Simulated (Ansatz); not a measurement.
One elementary step

Start structure (BNH₄SF₂, closed shell), relaxed at PBE0-D4/def2-TZVP:

B1  (-0.807, -0.296, -1.226)
N2  (0.188, 0.653, -1.033)
F3  (-1.091, -1.198, -0.282)
F4  (-1.519, -0.352, -2.347)
H5  (0.315, 0.497, 2.804)
S6  (1.308, -0.206, 2.238)
H7  (0.420, 1.336, -1.732)
H8  (0.730, 0.692, -0.184)
H9  (0.455, -1.127, 1.762)
(Å)

The step: BNH₂F₂ ([NH2][B]([F])[F]) + H₂S → BHSF₂ ([F][B]([F])[SH]) + NH₃ (still joined by a long B–N bond); bonds formed: B1–S6, N2–H5; bonds broken: H5–S6; bonds weakened to dative contacts: B1–N2. Ansatz 0.2.0; basis: def2-TZVPP and def2-QZVPP; cores frozen in the correlated methods. Extrapolation: Hartree–Fock as exp(−7.88 √X), correlation as X^−2.97. Energies below are by CCSD(T) at an estimated basis limit (MP2 extrapolated from triple and quadruple zeta, plus CCSD(T) − MP2 in triple zeta).

Problem. What are the electronic barrier and the energy of the step, from the start structure to the end structure? (To be estimated.)

Solution. Computed: Barrier 29.28 kcal/mol; step energy -1.00 kcal/mol (downhill); reverse barrier, their difference, 30.28 kcal/mol. Barrier and step energy count from the start structure, the reverse barrier from the end structure.

The saddle point: One imaginary mode of 1169i cm⁻¹.
```json
{"pair": "B1–S6", "start (Å)": "4.06", "saddle (Å)": "2.27", "end (Å)": "1.90"}
{"pair": "N2–H5", "start (Å)": "3.84", "saddle (Å)": "1.40", "end (Å)": "1.02"}
{"pair": "B1–N2", "start (Å)": "1.39", "saddle (Å)": "1.53", "end (Å)": "1.67"}
{"pair": "H5–S6", "start (Å)": "1.34", "saddle (Å)": "1.57", "end (Å)": "2.99"}
```

Zero-point energy (harmonic, PBE0-D4): ZPE is 33.81 kcal/mol at the start and 32.84 kcal/mol at the saddle, so the barrier goes from 29.28 to 28.30 kcal/mol.

No T1 diagnostic of these runs exceeds 0.012.

Labels in which every atom is bracketed show which atoms are joined, not bond orders.

For scale, one of the runs: CCSD(T)/def2-TZVPP, 222 basis functions, launched by `ansatz run in.yaml --threads 4 --pin off --events-out ev --progress --plain --max-ram 9574MiB`. Time: 76 s of wall clock on 4 CPU threads of an Arm Neoverse V2; the host was shared. Peak host memory: 3.7 GiB.
